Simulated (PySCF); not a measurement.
Working out the ionisation energy of Ni²⁺

Ni²⁺ [Ar] 3d8 (3F) → Ni³⁺ [Ar] 3d7 (4F). All numbers are calculated (PySCF 2.14, the non-relativistic Hamiltonian (point nucleus), in aug-cc-pVDZ). Frozen: [Ar]. Energies in hartree (1 hartree = 27.21139 eV):

```
            part  Ni²⁺ (lower)  Ni³⁺ (upper)
             UHF  -1506.033568  -1504.815718
CCSD correlation     -0.203102     -0.134479
             (T)     -0.003254     -0.001539
```

Task: What does Hartree-Fock give?

Result: (-1504.815718) − (-1506.033568) = 1.217850 hartree = 33.139 eV.

Task: What do CCSD and CCSD(T) give?

Result: The CCSD correlation energies differ by 0.068623 hartree = 1.867 eV and the triples by 0.001715 hartree = 0.047 eV, so CCSD gives 35.006 eV and CCSD(T) 35.053 eV.

Reference: 35.187 ± 0.019 eV (measured; NIST Atomic Spectra Database, ionization energies), between the lowest levels; spin-orbit coupling is absent from the calculation.

The calculation is non-relativistic.

A double-zeta basis recovers only part of the correlation energy.

What remains against the reference includes basis incompleteness, the frozen core and higher excitations.
